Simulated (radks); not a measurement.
Results of a calculation; reference values are marked as such.
Problem. Mean orbital radii <r> (bohr) of the chlorine ion Cl2+, [Ne] 3s2 3p3, of relativity; Dirac values are averaged over j with weights 2j + 1. Spin-unpolarised spherical Kohn-Sham, PBE, point nucleus unless stated (finite: rms radius 3.3654 fm), a radial shooting solver on a logarithmic mesh with Libxc functionals. A level marked "c x" has the speed of light scaled by that factor and shares open shells by 2j + 1; other Dirac levels either fill j = l - 1/2 first or share by 2j + 1.

shell  non-rel.
1s      0.09141
2s       0.4459
2p       0.4069
3s        1.447
3p        1.603

Give the values at the level "Dirac, c x 0.85".

Solution. 
shell  Dirac, c x 0.85  change of magnitude (%)
1s             0.09079                    -0.68
2s              0.4428                    -0.70
2p              0.4059                    -0.24
3s               1.440                    -0.49
3p               1.602                    -0.07
